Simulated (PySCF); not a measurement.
## From computed data to an observable: chemical shift, span and skew from a shielding tensor

C3H3BrF2, SMILES F[C@@H]1[C@H](F)[C@H]1Br. Atoms are numbered in the order given.

```xyz
9

F     -2.1992     0.2030     1.3852
C     -1.2020    -0.4380     0.7491
C     -1.2020    -0.4380    -0.7491
F     -2.1992     0.2030    -1.3852
C     -0.2187     0.4026     0.0000
Br     1.6420     0.0108     0.0000
H     -0.8534    -1.3339     1.2746
H     -0.8534    -1.3339    -1.2746
H     -0.4414     1.4737     0.0000
```
Charge 0, spin multiplicity 1.

Geometry: PBE0-D3(BJ)/def2-SVP. The structure was generated by enumeration; whether it is a known compound was not checked.

GIAO shieldings from PBE0/pcSseg-1 in PySCF, non-relativistic, no solvent. The symmetric part of the tensor of C2 has the principal values 59.2, 87.1, 175.3 ppm. The same nucleus in TMS has σ = 186.3 ppm at this level (PySCF, at its B3LYP-D3(BJ)/def2-TZVP geometry). Without spin–orbit terms, shifts of atoms bonded to Cl or Br come out too high.

Task: Work out the isotropic shielding, the ¹³C shift against TMS, the span and the skew.

Result: 
σ(iso) = (σ11 + σ22 + σ33)/3 = 107.2 ppm. δ = σ(ref) − σ(iso) = 186.3 − (107.2) = 79.1 ppm.
Span Ω = σ33 − σ11 = 116.1 ppm. Skew κ = 3(σ(iso) − σ22)/Ω = 0.52. Tumbling in solution averages the tensor to δ; in a static solid the shielding alone would spread this spin-1/2 line over Ω.
